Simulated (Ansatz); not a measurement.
System: CF, charge 0, doublet. CF (SMILES [C]F, doublet).
B3LYP-D3(BJ)/def2-TZVP minimum from Ansatz (a first-principles code):
```
C
F 1 1.2755
```
Charge 0, spin multiplicity 2.

Hartree-Fock and CCSD(T) correlation energies in hartree (Ansatz). Open shells are spin-unrestricted; no spin-orbit coupling. Cores are frozen in correlated methods. No relativity.

| basis | X | E(HF) | E(corr, CCSD(T)) |
|---|---|---|---|
| cc-pVTZ | 3 | -137.22480 | -0.37975 |
| cc-pVQZ | 4 | -137.23554 | -0.40895 |
| cc-pV5Z | 5 | -137.23839 | withheld |

Problem. Fit E(corr) = E∞ + A/X³ to X = 3 and 4, predict X = 5, and compare with the run.

Solution. A = (-0.37975 - (-0.40895))/(1/27 - 1/64) = 1.3637; E∞ = -0.40895 - A/64 = -0.43026; at X = 5, E∞ + A/125 = -0.41935. The run gave -0.41972, 0.37 mEh below the prediction. The same form on X = 4 and 5 gives E∞ = -0.43102, 0.76 mEh below the first estimate.
